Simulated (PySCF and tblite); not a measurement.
The numbers below are computed, except where a source is named.
C3H7Br, numbered as in [CH3:1][CH2:2][CH2:3][Br:4]. Geometries PBE0-D3(BJ)/def2-SVP; weights from B3LYP-D3(BJ)/def2-TZVP (IEF-PCM, chloroform) energies and GFN2-xTB thermal corrections, with symmetry numbers and mirror pairs. Conformers within 3 kcal/mol (GFN2-xTB free energy) were kept, 8 at most. GIAO shieldings: PBE0/pcSseg-1 (IEF-PCM, chloroform). Shifts are against TMS (¹H), TMS (¹³C) at the same level. (PySCF 2.14, tblite 0.8.)

Torsions listed: C1–C2–C3–Br4. Of a mirror pair one member is shown.

```
conformer  shape  point group  mirror pair  ΔE(DFT)  Δ(G−E) at 200 K  δ H3 (ppm)
        1    65°           C1          yes     0.00             0.00        3.57
        2   180°           Cs           no     0.15            -0.06        3.27
```

Energies in kcal/mol; the thermal term leaves out symmetry numbers and mirror images.

Question: Work out the weights at 200 K and the ¹H shift of H3 under fast exchange.

Answer: RT = 0.397 kcal/mol. Each conformer gets RT ln(σ/g), with σ the rotational symmetry number and g = 2 for a mirror pair: 1: σ = 1, g = 2, G = 0.00 + 0.00 − 0.28 = -0.28, 0.00 above the lowest, exp(−ΔG/RT) = 1.000; 2: σ = 1, g = 1, G = 0.15 − 0.06 + 0.00 = 0.08, 0.36 above the lowest, exp(−ΔG/RT) = 0.404. The sum is 1.404, so the weights are 71.2, 28.8 %. The averaged shift is 3.48 ppm. At 298.15 K it is 3.48 ppm. At 298.15 K the leading conformer alone gives 3.57 ppm and bare DFT energies give 3.44 ppm.

Spin–orbit effects of the heavy atoms on shieldings are missing.
